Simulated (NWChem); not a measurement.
# C4H4OSi; SMILES C1O[Si@H](C#C)C=1

```xyz
10

C      0.0126    -2.8369    -0.4711
C     -0.0027    -1.6967    -0.0521
Si    -0.0721    -0.0064     0.6127
C     -1.1200     1.2721    -0.1994
C      0.0640     1.8155    -0.5505
O      1.1245     1.0421    -0.0830
H      0.0347    -3.8369    -0.8458
H      0.0370    -0.0684     2.0881
H     -2.1186     1.6235    -0.4089
H      0.3359     2.7103    -1.1088
```
Atoms are numbered in this order, from 1.

Results from NWChem. All runs use the structure optimised with B3LYP/6-31G* (spherical d).

**Question.** Estimate the computed values for PBE/def2-SVP. Quantities: highest occupied level (eV); orbital gap (eV); dipole (D).

**Answer.** The highest occupied level (eV) is -5.62 and the orbital gap (eV) is 3.88. The dipole (D) is 1.30.
